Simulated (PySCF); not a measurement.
C7H4N6, SMILES C1=CN=C2N3C1=NC=NC3=NC=N2.

Geometry: B3LYP-D3(BJ)/def2-SVP.

All values below come from PySCF 2.14.0 with TDA-PBE/def2-SVP.

Vertical excitations. The molecule is in vacuum. State labels are in the subgroup Cs.

Question: Give excitation energies, oscillator strengths and character. (The exact figures need the calculation; the answer reports its results.)

Answer: 
```tsv
state	symmetry	energy (eV)	λ (nm)	f	main pairs
S1	A'	2.37	523	0.001	HOMO→LUMO 99 %
S2	A"	2.70	459	0.000	HOMO−1→LUMO 100 %
S3	A"	2.76	449	0.000	HOMO−2→LUMO 100 %
S4	A"	3.22	385	0.000	HOMO−3→LUMO 100 %
S5	A"	3.77	329	0.000	HOMO−1→LUMO+1 52 %, HOMO−2→LUMO+1 34 %, HOMO−1→LUMO+2 13 %
S6	A"	3.83	323	0.000	HOMO−2→LUMO+1 39 %, HOMO−1→LUMO+1 38 %, HOMO−2→LUMO+2 12 %, HOMO−1→LUMO+2 10 %
T1	A'	2.15	577	0	HOMO→LUMO 100 %
T2	A"	2.63	471	0	HOMO−1→LUMO 100 %
```
Triplets are in the Tamm–Dancoff approximation.
